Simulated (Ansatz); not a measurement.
Molecule: C₆H₈N, net charge 1, singlet state. It need not be the lowest isomer of its formula. SMILES: C1CCC(=C1)C#[NH+]
Coordinates optimised at B3LYP-D3(BJ)/def2-TZVP (Ansatz, an electronic-structure program):
```
C
C 1 1.3517
H 2 1.0826 1 124.99
C 1 1.3855 2 122.88 3 0.13
N 4 1.1485 2 153.92 3 1.06
H 5 1.0046 2 161.58 3 1.10
C 2 1.4866 3 124.17 1 -178.11
H 7 1.0918 2 111.90 3 -45.18
H 7 1.0985 8 105.67 2 -117.33
C 1 1.5255 2 112.75 3 -177.59
H 10 1.0887 1 112.64 2 -134.58
H 10 1.0921 11 107.76 1 120.93
C 7 1.5442 8 114.13 9 -124.47
H 13 1.0871 7 112.49 8 94.74
H 13 1.0893 14 107.73 10 -120.24
```
Charge +1, spin multiplicity 1.

Parts of the frozen-core correlation energy in STO-3G (Ansatz, hartree). Frozen orbitals: 7; correlated occupied orbitals by spin: 18 and 18; virtual: 18 and 18. Spin-orbit coupling is left out. Non-relativistic. The restricted reference is unstable.

```csv
term,value
reference (HF),-282.59491
MP2 opposite-spin,(withheld)
MP2 same-spin,(withheld)
CCSD correlation,-0.48430
(T),(withheld)
T1 diagnostic,0.015
largest doubles amplitude,0.104
```

Q: Some entries are withheld; supply them.

A: 
- MP2 opposite-spin, value: -0.33056
- MP2 same-spin, value: -0.07476
- (T), value: -0.00986
